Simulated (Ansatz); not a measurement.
Ansatz (a program for electronic structure) input (B2PLYP/def2-TZVPD):

Ansatz 0.2 input:
```yaml
crystal:
  periodic: [false, false, false]
  atoms:
    - {symbol: C, position_ang: [2.16600933, -1.02518986, -0.30995345]}
    - {symbol: C, position_ang: [1.59280160, -0.28697549, 0.71889232]}
    - {symbol: C, position_ang: [0.37122875, 0.36849805, 0.80504880]}
    - {symbol: C, position_ang: [-0.61499842, 0.38965490, -0.32073165]}
    - {symbol: C, position_ang: [-1.65477527, 1.49950956, -0.14482389]}
    - {symbol: C, position_ang: [-1.32898905, -0.96367984, -0.52233673]}
    - {symbol: H, position_ang: [3.17270969, -1.41461008, -0.21539339]}
    - {symbol: H, position_ang: [1.66590853, -1.18816781, -1.25846693]}
    - {symbol: H, position_ang: [2.21135144, -0.20341935, 1.61757724]}
    - {symbol: H, position_ang: [0.11013945, 0.89861001, 1.71567650]}
    - {symbol: H, position_ang: [-0.07533397, 0.58939999, -1.26559937]}
    - {symbol: H, position_ang: [-2.39223412, 1.50800228, -0.95568891]}
    - {symbol: H, position_ang: [-2.19718506, 1.35758371, 0.79716596]}
    - {symbol: H, position_ang: [-1.17180797, 2.47949170, -0.10348679]}
    - {symbol: H, position_ang: [-1.93583942, -0.98307198, -1.44081987]}
    - {symbol: H, position_ang: [-0.58983201, -1.76432616, -0.57721738]}
    - {symbol: H, position_ang: [-1.98553803, -1.17039616, 0.32968052]}
basis:
  gaussian:
    orbitals: def2-TZVPD
hamiltonian:
  xc: {name: B2PLYP}
total_charge: -1
magnetization: {spin_polarized: false}
correlation: {electrons: outside_noble_gas}
```

Output:

```
Functional definition: B2PLYP
integrals: 1.13 GiB planned
2236 factors; integrals over basis functions are off by at most 1.1e-3 eV
0.50 GiB of the device are held for the grids
1.79 GiB of device memory are held for the factors and their scratch space
mean field: 2.68 GiB planned
mean field evaluation 1: about -6380.7503 eV, gradient 5.0e1 eV
mean field evaluation 2: about -6380.7759 eV, gradient 5.0e1 eV
mean field evaluation 4: about -6387.0869 eV, gradient 6.3e0 eV
mean field evaluation 8: about -6387.1946 eV, gradient 4.8e-1 eV
mean field evaluation 16: about -6387.1956 eV, gradient 1.1e-3 eV
mean field -6387.19556957 eV, -234.7251077851 hartree, gradient 3.5e-6 eV, S^2 0.000000; 0 other end points of the search recorded, 0 dependent functions left out
6 core orbitals not correlated
reference -6387.19579121 eV, -234.7251159300 hartree; 18, 18 occupied and 297, 297 virtual orbitals, 2236 factors
second order -34.29112414 eV of doubles, -0.00000000 eV of singles
Total energy: -6396.45439472 eV, -235.0653633336 hartree
```

It need not be the lowest isomer of its formula. Whether it binds its extra electron was not tested at this geometry.
